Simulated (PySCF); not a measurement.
**Computed structure and properties of Sm(OH)2**

System: Sm(OH)2 (singlet in the valence; each metal's 4f electrons, 6 of them, lie in its core potential, out of spins and levels); start: template (C2). Method: PySCF 2.14.0, RKS PBE0, Sm lcecp-0-SVP with ECP52, O def2-SVP, H def2-SVP; non-relativistic Hamiltonian with scalar-relativistic core potentials where named; density fitting; no spin-orbit coupling.

Input of the relaxation:

```python
mol = gto.M(atom='''
Sm     0.00000    -0.00000    -0.17536
O      2.13460    -0.00000     0.77994
H      3.09420    -0.09060     0.83894
O     -2.13460     0.00000     0.77994
H     -3.09420     0.09060     0.83894''',
    basis={'Sm': 'lcecp-0-SVP', 'O': 'def2-SVP', 'H': 'def2-SVP'},
    ecp={'Sm': 'lcecp-0-SVP'},
    charge=0, spin=0)
mf = dft.RKS(mol, xc='PBE0')
mf.grids.atom_grid = (50, 194)  # f atoms: unpruned, at least (60, 302)
mf = mf.density_fit()  # fitting sets: Sm AutoAux, O def2-universal-JKFIT, H def2-universal-JKFIT
mf.conv_tol = 1e-08; mf.max_cycle = 55
mf.kernel(dm0)  # dm0: converged density of the start geometry
# quasi-Newton relaxation in Cartesian coordinates to a largest gradient under 0.00045 Eh/bohr, steps kept in the point group
```

Run from Python with OMP_NUM_THREADS=2; the lines above give its settings. Where DIIS fails, smearing, a level shift and second-order steps follow.
It took 27 s on 2 threads of Arm Neoverse V1, on a shared host, from the converged density of the start.

Course of the relaxation:

```csv
step,energy above end (eV),largest force component within the symmetry (eV/Å)
0,0.4707,1.685
1,0.2448,1.043
2,0.1259,0.745
3,0.1082,0.841
4,0.0826,0.677
5,0.0435,0.371
6,0.0275,0.667
7,0.0204,0.298
10,0.0087,0.088
11,0.0029,0.055
12,0.0004,0.081
13,0.0000,0.008
14,0.0000,0.025
15,0.0000,0.006
```
(The steps between are left out.)

Relaxed geometry (C2v):

```xyz
5

Sm    0.0000    0.0000   -0.3484
O     1.9779   -0.0379    0.5607
H     2.7382   -0.0544    1.1447
O    -1.9779    0.0379    0.5607
H    -2.7382    0.0544    1.1447
```

| contact | Å |
| --- | --- |
| Sm1–O2 (OH) | 2.177 |
| Sm1–O4 (OH) | 2.177 |

On the finer grid (75, 302):

```json
{
 "HOMO": "not given (4f levels lie in the core)",
 "LUMO": "not given (4f levels lie in the core)",
 "Dipole about the centre of mass": "3.37 D",
 "Set of Mulliken populations of Sm1 outside the core potential": "s 2.09, p 6.16, d 0.84, f 0.04",
 "D3(BJ) dispersion energy (not in the energies)": "-0.051 eV"
}
```

```csv
atom,Mulliken (e),Löwdin (e),spin (e)
Sm1,0.87,0.73,0.00
O2,-0.59,-0.42,0.00
H3,0.16,0.05,0.00
O4,-0.59,-0.42,0.00
H5,0.16,0.05,0.00
```

The 4f levels lie in the core potential and are missing. Their spin isn't counted.

On the grid (50, 194), as all that follows. Harmonic modes: a minimum; lowest 78 cm⁻¹ (negative: unstable), highest 3968 cm⁻¹, zero-point energy 0.667 eV.

Taking off one OH (charge -1, singlet; the rest: singlet) in vacuum, both parts rigid, costs 9.67 eV; the small basis without counterpoise inflates it. Most of it is the attraction of opposite charges; other ways to part are cheaper, and one spin state was tried for the rest.

Rigid scan of OH along the line from its metal:

distance to O2 (Å), energy (eV) and a bar:
```
     1.88      1.042 #########
     1.98      0.400 ###
     2.08      0.087 #
     2.18      0.000 
     2.28      0.066 #
     2.38      0.231 ##
     2.58      0.723 ######
     2.88      1.582 #############
     3.28      2.643 ######################
     3.78      3.657 ##############################
```

One start shape was tried, so this needn't be the lowest isomer.

An lcecp potential fixes the number of 4f electrons, so in runs with it no electron can move into or out of that shell.
